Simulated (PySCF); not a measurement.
Al(Cl)(vinyl)(OH) (C2H4AlClO), SMILES C=[CH][Al]([OH])[Cl]. Heavy atoms are numbered as in [Al:1]([Cl:2])([CH:3]=[CH2:4])[OH:8]. Hydrogens are named by the atom that carries them.

Geometry: r2SCAN-D4/def2-SVP. The structure was generated by enumeration; whether it is a known compound was not checked. One conformer was computed; it need not be the lowest.

All values below come from PBE/def2-TZVP run with PySCF.

Atomic charges (e), one atom of each kind:

```
atom        IAO  Löwdin  Mulliken
--------  -----  ------  --------
Al1        1.07   -0.29      0.52
Cl2       -0.36    0.29     -0.25
C3 (CH)   -0.50   -0.30     -0.24
C4 (CH2)  -0.25   -0.18     -0.23
H on C3    0.16    0.15      0.12
H on C4    0.15    0.12      0.12
O8 (OH)   -0.80   -0.10     -0.49
H on O8    0.37    0.18      0.31
```
